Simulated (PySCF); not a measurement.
# Partial charges of `O[Si@@H]1C[SiH2][C@@H]1F`

Species: C2H7FOSi2.
Structure used (GFN2-xTB), in Å, numbered top down from 1:
```xyz
13
C2H7FOSi2 angstrom
O     -2.211   -0.602   -0.607
Si    -1.177    0.433    0.095
C      0.299    0.971   -1.008
Si     1.551   -0.153   -0.087
C      0.125   -0.511    1.176
F     -0.177   -1.871    1.343
H     -2.071   -1.543   -0.525
H     -1.997    1.454    0.727
H      0.181    0.762   -2.068
H      0.536    2.029   -0.933
H      2.711    0.521    0.497
H      1.942   -1.359   -0.814
H      0.283   -0.131    2.186
```

Density: PBE0/pcSseg-1 (PySCF); schemes: Mulliken, IAO, Hirshfeld and ESP-fitted. Geometry: GFN2-xTB, one conformer, isolated molecule.

Problem. Which atoms carry the lowest charge in the Mulliken, IAO, Hirshfeld and ESP-fitted schemes?

Solution. The schemes don't all agree: Mulliken C3 (-0.871); IAO C3 (-0.866); Hirshfeld O1 (-0.303); ESP-fitted O1 (-0.677).

Problem. For which atoms does the sign change between the 4 schemes (beyond +0.03 e in one, beyond −0.03 e in another)?

Solution. For none.

Problem. Which atoms carry the highest charge in the Mulliken, IAO, Hirshfeld and ESP-fitted schemes?

Solution. All schemes agree: Mulliken Si2 (+1.000); IAO Si2 (+1.141); Hirshfeld Si2 (+0.425); ESP-fitted Si2 (+0.772).

Problem. Tabulate the Mulliken, IAO, Hirshfeld and ESP-fitted charges.

Solution. In e:

```
atom                  environment  Mulliken     IAO  Hirshfeld  ESP-fitted
  O1               silanol oxygen    -0.547  -0.781     -0.303      -0.677
 Si2         oxygen-bound silicon    +1.000  +1.141     +0.425      +0.772
  C3  sp3 carbon bound to silicon    -0.871  -0.866     -0.263      -0.586
 Si4                 SiH2 silicon    +0.630  +0.735     +0.337      +0.485
  C5               sp3 C–F carbon    -0.362  -0.391     -0.125      -0.262
  F6               alkyl fluorine    -0.354  -0.334     -0.142      -0.222
  H7            hydroxyl hydrogen    +0.254  +0.374     +0.178      +0.430
  H8                Si–H hydrogen    -0.098  -0.141     -0.075      -0.139
  H9           methylene hydrogen    +0.175  +0.169     +0.039      +0.148
 H10           methylene hydrogen    +0.168  +0.164     +0.037      +0.127
 H11                Si–H hydrogen    -0.076  -0.115     -0.073      -0.110
 H12                Si–H hydrogen    -0.061  -0.107     -0.068      -0.088
 H13             methine hydrogen    +0.143  +0.150     +0.033      +0.122
```

Mean size of the charges over all atoms: IAO 0.421 e, Mulliken 0.364 e, ESP-fitted 0.321 e, Hirshfeld 0.161 e. Each set sums to the total charge, 0, to within 0.001 e. The Hirshfeld scheme divides the density at each point in proportion to the densities of the neutral, spherically averaged free atoms.

Problem. How many electrons does the Hirshfeld scheme count on Si4?

Solution. Z − q = 14 − (+0.337) = 13.663.

Problem. How closely do the schemes follow one another over all atoms?

Solution. Correlation coefficient and root-mean-square difference: Mulliken with IAO 0.99, 0.091 e; IAO with ESP-fitted 0.99, 0.158 e; IAO with Hirshfeld 0.99, 0.336 e; Hirshfeld with ESP-fitted 0.98, 0.198 e; Mulliken with Hirshfeld 0.97, 0.278 e; Mulliken with ESP-fitted 0.97, 0.134 e.
